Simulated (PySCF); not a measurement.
Species: C8H9O (doublet state).
Z-matrix (Å and degrees, GFN2-xTB geometry), rows numbered from 1:
```
C 
C   1  1.3760
C   2  1.4259  1  121.70
C   3  1.3647  2  121.39  1  -179.79
C   4  1.4051  3  120.90  2    -0.00
O   5  1.3603  4  115.69  3   179.92
C   6  1.4059  5  118.88  4  -179.90
C   5  1.3985  4  119.06  3    -0.06
C   8  1.3716  5  120.28  4     0.02
H   1  1.0748  2  121.20  3     0.06
H   1  1.0749  2  121.33  3   179.97
H   3  1.0798  2  118.47  1     0.17
H   4  1.0790  3  121.31  2   180.00
H   7  1.0891  6  105.74  5  -179.72
H   7  1.0949  6  111.57  5    61.60
H   7  1.0948  6  111.57  5   -61.02
H   8  1.0795  5  120.65  4  -179.97
H   9  1.0802  2  118.44  1    -0.23
```

The hyperfine couplings belong to this conformer and change with its torsions.

As a line formula: `[CH2]c1ccc(OC)cc1` [radical].

Theory: PySCF, UKS B3LYP, pcH-1 on C H O, non-relativistic, mean-field spin-orbit, GIAO. Isolated species at its GFN2-xTB geometry (one conformer only). A GFN2-xTB geometry isn't a minimum of the functional, and hyperfine couplings can be far from their values at a DFT geometry. Stability of the SCF solution: not tested. ⟨S²⟩ is 0.779 where a pure state has 0.75.

(1) Where do the isotropic ENDOR lines of H10, H11, H18, H12, H13, H17 and H14/H15/H16 fall at 3365.8 mT, to first order?

(2) Which pairs are centred on the nuclear Larmor frequency, and which on half the coupling?

(3) At what field would the lower line of H12 fall to zero frequency?

## Answers

(1) For S = 1/2 in fast tumbling each set of equivalent nuclei gives two lines, ν± = |νn ± a/2| to first order, with νn = g_N μN B/h and μN/h = 7.62259 MHz/T.

```
     nuclei  isotope     g_N  νn (MHz)  a_iso (MHz)  lower line (MHz)  upper line (MHz)
        H10       1H  5.5857    143.31       -43.96            121.33            165.29
        H11       1H  5.5857    143.31       -43.79            121.41            165.20
        H18       1H  5.5857    143.31       -17.45            134.58            152.03
        H12       1H  5.5857    143.31       -14.34            136.14            150.48
        H13       1H  5.5857    143.31         6.17            140.22            146.39
        H17       1H  5.5857    143.31         5.92            140.35            146.27
H14/H15/H16       1H  5.5857    143.31         3.24            141.69            144.93
```

(2) Centred on νn, since |a| < 2νn: H10, H11, H18, H12, H13, H17 and H14/H15/H16. No pair has |a| > 2νn.

(3) Where νn = |a|/2, that is B = 7.17 MHz/(5.5857 × 7.62259 MHz/T) = 168 mT, as far as first order holds there.

Class means assume fast exchange of nuclei equivalent by connectivity; if that motion is slow, each nucleus keeps its own coupling. H10 and H11 aren't averaged: C1 is flat or nearly so (angle sum 360°), and its turn about the short C1–C2 bond (1.38 Å) is taken as slow. C3 and C9, with what hangs on them, aren't averaged: C2 is flat or nearly so (angle sum 360°), and its turn about the short C2–C1 bond (1.38 Å) is taken as slow. The three 1H nuclei of mean +3.2 MHz run from -0.5 to 5.2 MHz in the frozen geometry.

The largest Mulliken spin populations are on C1 (+0.73), C9 (+0.27), C5 (+0.25) and C3 (+0.22). Four atoms exceed +0.15. The angles at C1 add up to 360.0°, so it is planar; its axial dipolar tensor and the negative couplings of its protons fit spin in a p orbital normal to that plane.
